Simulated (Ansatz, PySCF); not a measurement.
C3H3ClF2, SMILES Cl[C@H]1[C@H](F)[C@@H]1F. Atoms are numbered in the order given.

```xyz
9

F     -1.6267     0.2004     1.3863
C     -0.6275    -0.4364     0.7491
C     -0.6275    -0.4364    -0.7491
F     -1.6267     0.2004    -1.3863
C      0.3567     0.4048     0.0000
Cl     2.0633     0.0227     0.0000
H     -0.2706    -1.3304     1.2723
H     -0.2706    -1.3304    -1.2723
H      0.1341     1.4765     0.0000
```
Charge 0, spin multiplicity 1.

Geometry optimised at PBE0-D3(BJ)/def2-SVP. The structure was generated by enumeration; whether it is a known compound was not checked.

Vertical ionisation energy (IE) and electron affinity (EA) in eV. Rows of orbital energies are one-electron estimates. Where ΔSCF, EOM or ADC give a negative EA the extra electron is unbound and the value depends on the basis.

```
level                                                                             IE          EA
------------------------------------------------------------------------  ----------  ----------
−ε(HOMO), −ε(LUMO), CAM-B3LYP/def2-TZVP (PySCF)                                 9.66       -1.09
−ε(HOMO), −ε(LUMO), PBE/def2-TZVP (PySCF)                                       6.79        1.18
ΔSCF, CAM-B3LYP/def2-SVPD (Ansatz), final states of multiplicity 2 and 2  (withheld)  (withheld)
ΔSCF, PBE/def2-SVPD (Ansatz), final states of multiplicity 2 and 2             10.15       -0.99
```

Question: Complete the blanks. (The exact figures need the calculation; the answer reports its results.)

Answer: 
- ΔSCF, CAM-B3LYP/def2-SVPD (Ansatz, an electronic-structure program), final states of multiplicity 2 and 2, IE: 10.85
- ΔSCF, CAM-B3LYP/def2-SVPD (Ansatz), final states of multiplicity 2 and 2, EA: -1.39

Question: What vertical singlet–triplet gap does ΔSCF give with CAM-B3LYP/def2-SVPD (Ansatz) and with PBE/def2-SVPD (Ansatz)? (Estimate from the structure and the level; the computed values follow.)

Answer: 6.21 and 5.36 eV (triplet above singlet where positive).
